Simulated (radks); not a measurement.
The numbers below are computed, except where a source is named.
Task: All-electron atom: neutral selenium in [Ar] 3d10 4s2 4p(up 2, down 2) (spins set by hand, not the high-spin state). Level of theory: scalar-relativistic Kohn-Sham, LDA (Slater exchange, Perdew-Wang correlation), spin-polarised, spherical densities, point nucleus (a radial shooting solver on a logarithmic mesh with Libxc functionals). Some entries of the table are withheld. Estimate them.

orbital  occ.  eigenvalue (eV)  <1/r> (bohr^-1)
1s          2        -12483.66            34.51
2s          2              (1)            7.619
2p          6        -1412.917            7.470
3s          2              (2)            2.485
3p          6        -152.7025              (3)
3d         10         -53.3874              (4)
4s          2         -17.4832              (5)
4p          4          -6.6554           0.5764

Result: 
(1) 2s eigenvalue (eV): -1604.706
(2) 3s eigenvalue (eV): -212.6650
(3) 3p <1/r> (bohr^-1): 2.335
(4) 3d <1/r> (bohr^-1): 2.031
(5) 4s <1/r> (bohr^-1): 0.7428
